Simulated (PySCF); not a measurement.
## Dipole polarisabilities along group 16

Calculated with PySCF 2.14 for the ground configurations, without spin-orbit coupling: coupled response for Hartree-Fock and DFT. Mean α in bohr³, C₆ of like pairs in atomic units.

```json
{"species": "O [He] 2s2 2p4 (x2c-QZVPPall with one added diffuse shell each of s, p, d, f type, spin-free X2C)", "α UHF": "4.736", "α PBE": "5.775", "α PBE0": "5.369", "α recommended (Schwerdtfeger and Nagle)": "5.3 ± 0.2", "C₆ UHF": "13.80", "C₆ PBE": "17.70", "C₆ PBE0": "16.17"}
{"species": "S [Ne] 3s2 3p4 (x2c-QZVPPall with one added diffuse shell each of s, p, d, f type, spin-free X2C)", "α UHF": "19.09", "α PBE": "20.93", "α PBE0": "20.04", "α recommended (Schwerdtfeger and Nagle)": "19.4 ± 0.1", "C₆ UHF": "130.1", "C₆ PBE": "145.0", "C₆ PBE0": "137.6"}
{"species": "Se [Ar] 3d10 4s2 4p4 (x2c-QZVPPall with one added diffuse shell each of s, p, d, f type, spin-free X2C)", "α UHF": "25.12", "α PBE": "27.65", "α PBE0": "26.39", "α recommended (Schwerdtfeger and Nagle)": "28.9 ± 1", "C₆ UHF": "208.7", "C₆ PBE": "233.0", "C₆ PBE0": "220.4"}
{"species": "Te [Kr] 4d10 5s2 5p4 (x2c-QZVPPall with one added diffuse shell each of s, p, d, f type, spin-free X2C)", "α UHF": "38.12", "α PBE": "41.46", "α PBE0": "39.60", "α recommended (Schwerdtfeger and Nagle)": "38 ± 4", "C₆ UHF": "419.4", "C₆ PBE": "458.8", "C₆ PBE0": "435.9"}
```

Hartree-Fock lacks correlation. All values carry a basis error, and heavy open shells lack spin-orbit coupling.
